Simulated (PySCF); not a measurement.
## MSn cations for M along the fourth-period p block

PBE0 with double-zeta basis sets in PySCF, for the lowest determinant that a PBE0 search found; no spin–orbit coupling. De refers to high-spin ground-configuration atoms (the charge goes to the atom of lower measured ionisation energy or higher electron affinity, which is not always the lowest computed limit). A positive dipole points towards Sn; it is taken about the centre of mass and depends on that origin.

```csv
M,basis,charged atom,state (unpaired electrons),Re (Å),ωe (cm⁻¹),De (eV),μ (D)
Ga,cc-pVDZ-PP,Ga+,"triplet (σ ↑, π ↑)",3.073,105,1.16,-2.53
Ge,cc-pVDZ-PP,Sn+,"quartet (σ ↑, π ↑↑)",2.606,214,2.71,-0.09
As,def2-SVP,Sn+,triplet (π ↑↑),2.617,234,2.21,1.71
Se,def2-SVP,Sn+,doublet (π ↑),2.508,266,3.01,2.91
Br,def2-SVP,Sn+,singlet (closed shell),2.425,300,3.83,4.04
```

Problem. By what factor does the harmonic wavenumber vary along the series?

Solution. At PBE0 it runs from 105 cm⁻¹ (GaSn⁺) to 300 cm⁻¹ (SnBr⁺), a factor of 2.86.

The rows differ in basis set, which adds steps of its own.

The state changes along the series, so neighbouring rows are not always alike in their bonding.

These are scalar-relativistic numbers at best; spin–orbit coupling would shift them, the dissociation energy most. For an ion De counts to the pair picked by the measured ionisation energies or electron affinities, which need not be the lowest pair at this level. States were picked by a PBE0 search and need not be the measured ground states.
